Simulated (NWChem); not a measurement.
Species: TiH4S3; SMILES [SH][TiH]([SH])[SH]

Computed with NWChem. Structure relaxed at the PBE0/def2-SVP level. One conformer.

Diagonal of the polarisability tensor at CAM-B3LYP/def2-SVPD, static: 115.80, 120.49, 86.40 bohr³.

**Question.** Find the mean polarisability volume, the molar refraction, and the refractive index that an ideal gas of it would have at 273.15 K and 1 atm.

**Answer.** 
1. Mean: one third of the trace = 107.56 bohr³ × 0.14818 Å³/bohr³ = 15.94 Å³.
2. Molar refraction (Lorentz-Lorenz): (4π/3) N_A α = 40.2 cm³/mol.
3. Number density p/kT = 2.687 × 10⁻⁵ Å⁻³; n − 1 = 2π N α = 26.91 × 10⁻⁴.
4. These hold the electronic response alone: vibrational and orientational terms add to the static dielectric constant.
